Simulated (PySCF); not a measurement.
HgC⁺ at PBE0

Computed with PBE0; Hg cc-pVDZ-PP with ECP60, C cc-pVDZ; scalar-relativistic core potentials (PySCF 2.14).

For HgC⁺, the state is ²Π (doublet), unpaired electrons π ↑. The bond length is 2.155 Å, the harmonic wavenumber is 412 cm⁻¹ and the force constant is 1.13 mdyn/Å. The rotational constant Be is 0.3204 cm⁻¹ and the anharmonicity ωexe is 3.79 cm⁻¹. The vibration–rotation constant αe is 0.00374 cm⁻¹ and the well depth De to Hg⁺ + C is 2.01 eV. The dissociation energy D0 is 1.98 eV. The bond order (Mayer) is 1.10. The dipole moment (positive dipole points towards C; it is taken about the centre of mass and depends on that origin) is 1.08 D.

Spin–orbit coupling is left out, which matters for elements this heavy, above all for dissociation energies. For an ion De counts to the pair picked by the measured ionisation energies or electron affinities, which need not be the lowest pair at this level. The state was picked by a PBE0 search and need not be the measured ground state.
